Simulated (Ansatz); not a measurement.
CH3Cl2Sn (`[CH3][Sn]([Cl])[Cl]`) radical, relaxed with UKS PBE0-D4/def2-TZVP in Ansatz 0.2.0 from a PBE-D4/def2-SVP geometry. The force threshold is 0.005 eV/Å; the program also tests the step.

The species carries charge 0 and has multiplicity 2. Sn takes the def2 core potential.

Start:

```xyz
7

C     0.390   -0.451    0.874
Sn   -0.036   -0.143   -1.284
Cl    0.748    2.081   -1.748
Cl   -2.432   -0.036   -1.420
H    -0.026   -1.431    1.173
H     1.484   -0.404    1.021
H    -0.128    0.384    1.384
```

```csv
step,energy (eV),largest force (eV/Å),largest move (Å)
1,-31956.8219,0.585,0.000
2,-31956.8793,0.182,0.074
3,-31956.8850,0.046,0.040
4,-31956.8851,0.046,0.016
5,-31956.8854,0.009,0.013
6,-31956.8854,0.003,0.001
```

End:

```xyz
7

C     0.385   -0.446    0.858
Sn   -0.040   -0.131   -1.244
Cl    0.712    2.039   -1.736
Cl   -2.379   -0.020   -1.421
H    -0.022   -1.409    1.158
H     1.462   -0.404    1.008
H    -0.117    0.372    1.377
```

It took 31 s on 4 threads of an Arm Neoverse V2 on a shared host, with 0.61 GiB of host memory at the peak.
